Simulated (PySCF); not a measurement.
Species: [FeI4]- (charge -1 and sextet state).
Structure used (PBE0-D3(BJ)/def2-SVP), in Å, numbered top down from 1:
```
atom  x, y, z in Å
Fe1    0.019   -0.021   -0.014
I2     0.012   -0.048    2.554
I3     2.439   -0.049   -0.882
I4    -1.165    2.100   -0.844
I5    -1.230   -2.093   -0.876
```

The calculation used PBE0-D3(BJ)/def2-SVP geometry optimisation, gas phase, def2 core potentials past Kr in PySCF 2.14.0.

Task: Which atoms are bound to Fe1, and at what distances?

Result: 4 atoms: I4 2.567 Å, I2 2.567 Å, I5 2.568 Å, I3 2.571 Å.

Task: List the angles at Fe1.

Result: 
```
    angle  degrees  distance of the outer atoms (Å)
I2–Fe1–I3    109.9                             4.21
I3–Fe1–I5    109.6                             4.20
I4–Fe1–I5    109.5                             4.19
I3–Fe1–I4    109.5                             4.20
I2–Fe1–I4    109.3                             4.19
I2–Fe1–I5    109.0                             4.18
```

Task: What is the shape at Fe1?

Result: Tetrahedral: angles from 109.0° to 109.9°; τ4 = (360° − α − β)/141° = 1.00 with α and β the two widest (0 for a square, 1 for a tetrahedron). Differences among atoms that Td makes equivalent are scatter left by the optimiser.

Task: What are the rotational constants (commonest isotopes, rigid rotor)?

Result: A = 227.3, B = 226.3, C = 225.6 MHz: a spherical top.

Point group: Td (tolerance 0.08 Å). Charge -1, sextet. ⟨S²⟩ = 8.762 (exact for a sextet: 8.75). Not checked by PBE0-D3(BJ)/def2-SVP frequencies.

The run took 5.8 min wall on one thread, Arm Neoverse V1 (aarch64), shared host with 64 logical CPUs at a one-minute load of 21, and the process peaked at 0.77 GiB of memory. These figures are those of the optimisation.
